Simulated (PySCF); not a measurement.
Job for PySCF: R-B3LYP/3-21G on H5N (a complex).

```python
from pyscf import gto, scf, dft, mp
from pyscf.data.elements import chemcore

mol = gto.M(
    atom='''
    N    -0.16830280   -0.11107871    0.05894854
    H    -0.71802035    0.65433337   -0.31429289
    H     0.74830942   -0.06501368   -0.37131819
    H    -0.60370280   -0.97437965   -0.24516429
    H    -0.00909885    0.01021740    2.66939591
    H     0.03620904    0.04474657    3.41524066
    ''',
    basis='3-21g',
    charge=0, spin=0, verbose=3, max_memory=1800)
mf = dft.RKS(mol, xc='b3lyp')
mf.conv_tol = 1e-8
mf.max_cycle = 100
mf.kernel()
if not mf.converged:
    mf = mf.newton().run(mf.mo_coeff, mf.mo_occ)
```

Give the final energy of this run.

-57.4048 hartree.
